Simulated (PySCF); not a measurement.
A mixed set of molecules.

All values: PBE0/def2-SVPD (PySCF) at GFN2-xTB geometries, gas phase, one conformer each. Core orbitals are frozen in the response; Δα² is half the sum of the squared differences of the principal polarisabilities.

Problem. Rank by mean static polarisability, lowest first.
A. `c1ccc(-p2[pH][pH]2)cc1`
B. `O([SiH2]F)[SiH2]O[SiH3]`
C. `N#CC1SCCCS1`
D. `CC/C(C)=C(/F)CCl`

Solution. B (11.54 Å³), D (13.18 Å³), C (14.54 Å³), A (21.13 Å³).

Problem. Rank by dipole moment, lowest first.
A. `[F:1][SiH2:2][O:3][SiH2:4][O:5][SiH3:6]` with F1–Si2–O3–Si4 49°, Si2–O3–Si4–O5 15°, O3–Si4–O5–Si6 -8°
B. `[cH:1]1[cH:2][cH:3][c:4](-[p:5]2[pH:6][pH:7]2)[cH:8][cH:9]1` with C3–C4–P5–P6 -61°
C. `[N:1]#[C:2][CH:3]1[S:4][CH2:5][CH2:6][CH2:7][S:8]1` with C2–C3–S4–C5 -61°, C3–S4–C5–C6 -61°, S4–C5–C6–C7 70°, C5–C6–C7–S8 -70°
D. `[CH3:1][CH2:2]/[C:3]([CH3:4])=[C:5](/[F:6])[CH2:7][Cl:8]` with C1–C2–C3–C4 86°, C3–C5–C7–Cl8 -74°

Solution. B (0.49 D), A (1.11 D), D (2.39 D), C (3.20 D).

Problem. Rank by HOMO energy, lowest first.
A. `c1ccc(-p2[pH][pH]2)cc1`
B. `C(Cl)/C(=C(\CC)C)F`
C. `F[SiH2]O[SiH2]O[SiH3]`

Solution. C (-8.62 eV), B (-7.02 eV), A (-6.83 eV).

All values together:

| SMILES | formula | μ (D) | HOMO (eV) | LUMO (eV) | α (Å³) | Δα (Å³) | electrons | α per electron (Å³) |
| --- | --- | --- | --- | --- | --- | --- | --- | --- |
| F[SiH2]O[SiH2]O[SiH3] | FH7O2Si3 | 1.11 | -8.62 | -0.07 | 11.54 | 1.68 | 74 | 0.156 |
| CC/C(C)=C(/F)CCl | C6H10ClF | 2.39 | -7.02 | -0.56 | 13.18 | 4.16 | 72 | 0.183 |
| c1ccc(-p2[pH][pH]2)cc1 | C6H7P3 | 0.49 | -6.83 | -0.87 | 21.13 | 9.97 | 88 | 0.240 |
| N#CC1SCCCS1 | C5H7NS2 | 3.20 | -6.78 | -0.62 | 14.54 | 0.96 | 76 | 0.191 |

Conformers: `[F:1][SiH2:2][O:3][SiH2:4][O:5][SiH3:6]` with F1–Si2–O3–Si4 49°, Si2–O3–Si4–O5 15°, O3–Si4–O5–Si6 -8°; `[CH3:1][CH2:2]/[C:3]([CH3:4])=[C:5](/[F:6])[CH2:7][Cl:8]` with C1–C2–C3–C4 86°, C3–C5–C7–Cl8 -74°; `[cH:1]1[cH:2][cH:3][c:4](-[p:5]2[pH:6][pH:7]2)[cH:8][cH:9]1` with C3–C4–P5–P6 -61°; `[N:1]#[C:2][CH:3]1[S:4][CH2:5][CH2:6][CH2:7][S:8]1` with C2–C3–S4–C5 -61°, C3–S4–C5–C6 -61°, S4–C5–C6–C7 70°, C5–C6–C7–S8 -70°.
